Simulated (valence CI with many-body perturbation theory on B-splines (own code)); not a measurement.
## Hyperfine factors and g values of Er⁴⁷⁺

Calculated by configuration interaction combined with many-body perturbation theory (CI+MBPT): three valence electrons over a frozen Dirac-Fock core [Ar], radial functions for each j: 9 s, 9 p, 10 d, 8 f, 5 g, 3 h, 1 i, with the one-electron correlation potential Σ1 (screened to all orders), the two-electron term Σ2, the three-electron term Σ3, Breit, model QED; selected single and double excitations, second order for the rest (own B-spline code, finite nucleus).

The last digits are not significant, and no measured levels were compared; by estimate large intervals hold to a few tenths of a per cent, small ones and those within an open d or f shell to about a per cent. Only levels of the ground parity were solved; by the run's estimate the other parity begins above the list, which can be wrong where configurations are misplaced.

A/g_I is the dipole constant over the nuclear g factor μ/I (μ in nuclear magnetons, uniformly magnetised nucleus), B/Q the quadrupole constant per barn. Both hold the static response of the core; the bare values leave it out. Large factors of s and p1/2 electrons are usually good to 5 to 10 %; those of open d and f shells near neutrality can be off by tens of per cent, and small factors of p3/2, d and f electrons come from cancelling terms and can be off by a factor of two or in sign, in half-filled shells by more. B is blank for J = 1/2, where it vanishes, and for nearly pure S terms. Energies count from the lowest level.

Levels are named by their leading jj configuration (3d3/2^4 stands for four electrons in 3d with j = 3/2), which in mixed levels can hold well under half, so a name can repeat and another be missing. Letters in brackets count levels of one name in rising energy.

| Level | E (cm⁻¹) | g | A/g_I (MHz) | A/g_I bare | B/Q (MHz/b) | B/Q bare |
| --- | --- | --- | --- | --- | --- | --- |
| (3d3/2^3) J=3/2 | 0 | 0.698 | 78800 | 78200 | -45000 | -45600 |
| (3d3/2^2 3d5/2) J=5/2 [a] | 338350 | 1.050 | 44800 | 45000 | -23900 | -24200 |
| (3d3/2^2 3d5/2) J=3/2 | 386150 | 1.184 | 35900 | 36400 | -10700 | -10800 |
| (3d3/2^2 3d5/2) J=7/2 | 409750 | 1.046 | 48400 | 48600 | 17300 | 17500 |
| (3d3/2^2 3d5/2) J=9/2 | 412980 | 1.043 | 50100 | 50300 | 53600 | 54200 |
| (3d3/2^2 3d5/2) J=1/2 | 423930 | 1.829 | -34600 | -32600 |  |  |
| (3d3/2^2 3d5/2) J=5/2 [b] | 584210 | 1.276 | 28300 | 28900 | 76600 | 77600 |
| (3d3/2 3d5/2^2) J=7/2 [a] | 742250 | 1.104 | 37000 | 37300 | -2930 | -2980 |
| (3d3/2 3d5/2^2) J=9/2 | 773620 | 1.132 | 38100 | 38400 | 17100 | 17300 |
| (3d3/2 3d5/2^2) J=3/2 [a] | 811060 | 1.117 | 42900 | 43200 | -47600 | -48200 |
| (3d3/2 3d5/2^2) J=1/2 | 831940 | 1.489 | -14000 | -12800 |  |  |
| (3d3/2 3d5/2^2) J=11/2 | 844330 | 1.081 | 43000 | 43300 | 101000 | 102000 |
| (3d3/2 3d5/2^2) J=5/2 [a] | 849420 | 1.255 | 15500 | 16100 | 59600 | 60300 |
| (3d3/2 3d5/2^2) J=5/2 [b] | 903940 | 1.103 | 44600 | 44900 | -18800 | -19100 |
| (3d3/2 3d5/2^2) J=7/2 [b] | 913350 | 1.092 | 43900 | 44200 | 19900 | 20200 |
| (3d3/2 3d5/2^2) J=3/2 [b] | 1048500 | 0.926 | 67500 | 67400 | 59400 | 60200 |
| (3d5/2^3) J=9/2 | 1175000 | 1.151 | 31400 | 31800 | 9710 | 9840 |
| (3d5/2^3) J=3/2 | 1280700 | 1.092 | 35400 | 35700 | 8810 | 8910 |
| (3d5/2^3) J=5/2 | 1353300 | 1.156 | 31600 | 32000 | 9540 | 9670 |

(1) Take the isotope of mass number 167, with I = 7/2, μ = -0.5623 μN and Q = 3.57 b. What is the hyperfine structure of (3d3/2^2 3d5/2) J=5/2 [a]?

Results:

(1) From the table A = -7200 MHz, B = -85200 MHz. Shifts from the centre of gravity in MHz: F = 1: 35400, F = 2: 45300, F = 3: 51100, F = 4: 41800, F = 5: 2720, F = 6: -84300.
